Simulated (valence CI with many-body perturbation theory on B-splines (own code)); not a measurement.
**Which ion has this spectrum?**

A relativistic CI+MBPT calculation for an atom or ion with 5 electrons gives these levels (eV):

```tsv
J	Parity	E	g
1/2	odd	0.00	0.65
1/2	even	127.90	2.29
3/2	odd	177.66	1.32
3/2	even	267.98	1.68
5/2	even	294.34	1.39
3/2	even	336.48	0.94
1/2	even	339.72	1.17
5/2	even	464.24	1.39
3/2	odd	477.54	1.40
1/2	even	525.10	1.84
3/2	even	526.24	1.21
3/2	odd	630.33	1.42
5/2	odd	647.41	1.19
1/2	odd	679.48	0.65
```

The energies are calculated, and their last digits are not significant.

(1) Which is it?
A. In44+
B. Cd43+
C. Rh40+
D. Pd41+

## Answers

(1) D. Pd41+, ground level (2s^2 2p1/2) J=1/2.
